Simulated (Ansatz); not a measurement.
Consider the formal exchange of groups at a C–Se bond: `C[Se][Ti]([OH])([F])[Cl]` + `NB[SiH2]O` → `CB(N)[SiH2]O` + `[OH][Ti]([F])([Cl])[SeH]`.

Calculated with Ansatz (gas phase, PBE0-D4/def2-TZVP geometries, no zero-point term in ΔE). CBS: MP2 limit from def2 TZ/QZ plus the TZ coupled-cluster correction, frozen cores. Functionals use def2-TZVPP. For Se, Ti outer-core shells are correlated without core-valence functions, which leaves a few kJ/mol of doubt a bond. Scalar relativity is left out up to krypton. One conformer a species, not always the lowest.

```tsv
level	ΔE (kJ/mol)
PBE0-D4	-49.2
MP2/def2-TZVPP	-41.3
HF/CBS(def2)	-49.3
CCSD/CBS(def2)	-46.5
```

Question: What does CCSD(T)/CBS give? (Best estimate.)

Answer: The calculation gave: -43.9 kJ/mol. The listed levels differ from it by -5.3, 2.6, -5.4, -2.6 kJ/mol.

Largest T1 diagnostic among the species: 0.023, so the coupled-cluster value is less sure than usual.

In def2-TZVPP, CCSD(T) changes the Hartree–Fock value by +5.5 kJ/mol (the triples alone add +2.6 kJ/mol) and MP2 by +7.7 kJ/mol.
